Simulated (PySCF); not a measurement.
La(OH)3(NH3) relaxed at several levels

Computed with PySCF 2.14.0, PBE0, def2-SVP on the ligands, density fitting, scalar-relativistic core potentials, no spin-orbit coupling, vacuum. Each row is relaxed at its own level from the same template. Distances are means of the shortest metal–ligand contacts, charges and spins Mulliken's; removal energies are rigid, with the ligand's formal charge and no counterpoise, so too large; for an anion taken off a cation in vacuum most of it is the attraction of opposite charges, and multiply charged cations can part far more cheaply with an electron moved from ligand to metal. lcecp potentials hold a fixed number of 4f electrons in the core, out of states, spins and gaps.

| level | basis on the metal | point group | M–OH (Å) | M–NH3 (Å) | charge on M (e) | dipole (D) | HOMO–LUMO gap (eV) | removal of one OH (eV) | strongest infrared band, degenerate modes summed (cm⁻¹) | unstable modes (below −25 cm⁻¹) |
| --- | --- | --- | --- | --- | --- | --- | --- | --- | --- | --- |
| PBE0 | def2-SVP with ECP46 | Cs | 2.206 | 2.724 | 0.99 | 4.37 | 6.32 | 9.91 | 550 | 0 |

**Question.** What does the calculation give for PBE0, lcecp-1-SVP with ECP46?

**Answer.** point group: C1, nearly C3v, M–OH (Å): 2.190, M–NH3 (Å): 2.711, charge on M (e): 1.05, dipole (D): 4.20, removal of one OH (eV): 9.95, unstable modes (below −25 cm⁻¹): not given.
```xyz
11

La    0.1917   -0.2292    0.2836
O     1.2821    1.3831    1.2868
H     1.7894    2.0254    1.7837
O    -1.4880   -1.1744    1.3254
H    -2.1534   -1.6579    1.8157
O     1.2051   -1.3441   -1.3053
H     1.7077   -1.8604   -1.9355
N    -1.3230    1.3438   -1.3228
H    -1.9329    1.9587   -0.7828
H    -0.7657    1.9447   -1.9311
H    -1.9291    0.7924   -1.9314
```

One start shape was tried for each, so a minimum needn't be the lowest isomer.
